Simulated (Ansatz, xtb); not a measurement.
## Isomers of C2H3BF2 in order of energy

3 gas-phase structures of C2H3BF2, found in a search over its isomers (lower ones may exist). Each was relaxed with GFN2-xTB; where two conformers were screened, the lower at r2SCAN-D4/def2-SVP is listed:

A. `FB/C=C\F`, a singlet
B. `FB/C=C/F`, a singlet
C. `C=CB(F)F`, a singlet

Problem. Which do you expect lowest at r2SCAN-D4/def2-SVP, and how would the others follow?

Solution. Calculated order at r2SCAN-D4/def2-SVP: C (0.0), B (49.7), A (50.9) kcal/mol.

Energies above the lowest of each column, in kcal/mol; the last columns are at PBE-D3(BJ)/def2-SVP geometries and were run for some of them only (a dash: not run or not comparable):

```json
{"structure": "C", "GFN2-xTB": "0.0", "HF/STO-3G": "0.0", "r2SCAN-D4/def2-SVP": "0.0", "PBE-D3(BJ)/def2-SVP": "0.0", "CCSD(T)/def2-SVP + ΔMP2/def2-TZVPP": "0.0"}
{"structure": "B", "GFN2-xTB": "28.3", "HF/STO-3G": "41.6", "r2SCAN-D4/def2-SVP": "49.7", "PBE-D3(BJ)/def2-SVP": "46.9", "CCSD(T)/def2-SVP + ΔMP2/def2-TZVPP": "51.5"}
{"structure": "A", "GFN2-xTB": "28.7", "HF/STO-3G": "42.7", "r2SCAN-D4/def2-SVP": "50.9", "PBE-D3(BJ)/def2-SVP": "–", "CCSD(T)/def2-SVP + ΔMP2/def2-TZVPP": "–"}
```

Every level run on C puts it lowest or level with the lowest. Flexible structures stand in one conformer each, not always the lowest. Frequencies (PBE-D3(BJ)/def2-SVP) were run for B, C alone. ΔMP2 is the change of the MP2 energy from the smaller to the larger basis.

Programs: Ansatz 0.2.0, xtb 6.7.1.
